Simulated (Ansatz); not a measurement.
(HMg-mu-OH)2 (Mg₂O₂H₄), 8 atoms. Hardware: 4 threads of Intel Xeon Platinum 8375C on a shared host.

Correlated methods freeze 4 core orbitals; core or outer-core shells of Mg are correlated, in sets that lack core-valence functions.

(1) How many basis functions does each of these Ansatz runs have, and roughly what does it cost? PBE-D4/def2-TZVP, charge 1 doublet at the geometry of the charge 0 singlet, energy, from earlier orbitals; PBE-D4/def2-SVP, charge 0 singlet, relaxation, 6 steps; LC-ωPBE/def2-TZVP, charge 0 singlet, energy, from earlier orbitals; HF/6-31G, charge 0 singlet, energy; PBE-D4/def2-TZVP, charge 0 triplet at the geometry of the charge 0 singlet, energy, from earlier orbitals; B97M-V/def2-TZVP, charge 0 singlet, energy, from earlier orbitals; CCSD(T)/def2-TZVPP, charge 0 singlet, energy, from earlier orbitals; PBE0-D4/def2-SVP, charge 0 singlet, energy with a search over starts; PBE0-D4/def2-TZVP, charge 1 doublet at the geometry of the charge 0 singlet, energy, from earlier orbitals; PBE0-D4/def2-SVP, charge 0 singlet, energy, from earlier orbitals; B2PLYP/def2-TZVP, charge 0 singlet, energy, from earlier orbitals; PBE0-D4/def2-TZVP, charge 0 singlet, energy and forces, from earlier orbitals.

Results:

(1) Other jobs shared the machine, so times can vary by a factor of up to 3. A dash marks memory too small to be measured apart from the calling script's.

| run | functions | fitting or Cholesky vectors | wall time | peak host memory (GiB) |
| --- | --- | --- | --- | --- |
| HF/6-31G, charge 0 singlet, energy | 52 | 550 | 0.45 s | – |
| PBE0-D4/def2-SVP, charge 0 singlet, energy, from earlier orbitals | 84 | 900 | 1.2 s | – |
| PBE0-D4/def2-SVP, charge 0 singlet, energy with a search over starts | 84 | 900 | 1.3 s | – |
| LC-ωPBE/def2-TZVP, charge 0 singlet, energy, from earlier orbitals | 150 | 1054 | 2.3 s | – |
| PBE-D4/def2-TZVP, charge 1 doublet at the geometry of the charge 0 singlet, energy, from earlier orbitals | 150 | 1054 | 2.6 s | – |
| PBE0-D4/def2-TZVP, charge 0 singlet, energy and forces, from earlier orbitals | 150 | 1054 | 2.6 s | – |
| PBE-D4/def2-TZVP, charge 0 triplet at the geometry of the charge 0 singlet, energy, from earlier orbitals | 150 | 1054 | 3.4 s | – |
| PBE0-D4/def2-TZVP, charge 1 doublet at the geometry of the charge 0 singlet, energy, from earlier orbitals | 150 | 1054 | 3.9 s | – |
| B97M-V/def2-TZVP, charge 0 singlet, energy, from earlier orbitals | 150 | 1054 | 3.9 s | – |
| B2PLYP/def2-TZVP, charge 0 singlet, energy, from earlier orbitals | 150 | 1162 | 4 s | – |
| PBE-D4/def2-SVP, charge 0 singlet, relaxation, 6 steps | 84 | 876 | 7 s | – |
| CCSD(T)/def2-TZVPP, charge 0 singlet, energy, from earlier orbitals | 182 | 1258 | 74 s | 2.3 |
